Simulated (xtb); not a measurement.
CH₂I₂, triplet, at the geometry of the source list (a higher spin typed on purpose: for a closed-shell molecule this is an excited state). Base run: GFN0-xTB run with xtb.

The xtb input:
```
$ xtb mol.xyz --gfn 0 --uhf 2 --json

# file mol.xyz
5

I     -1.79350000     0.95800000    -0.02460000
C     -0.00220000    -0.21880000     0.00700000
I      1.81210000     0.92210000    -0.03590000
H     -0.00510000    -0.80190000     0.92030000
H     -0.01130000    -0.85940000    -0.86690000
```

Variants of this job, named by their change:

```csv
change,ΔE vs base (mEh)
base,0.000
acc = 0.0001,0.000
etemp = 1000,-2.946
file = coord,0.000
etemp = 5000,-40.963
```
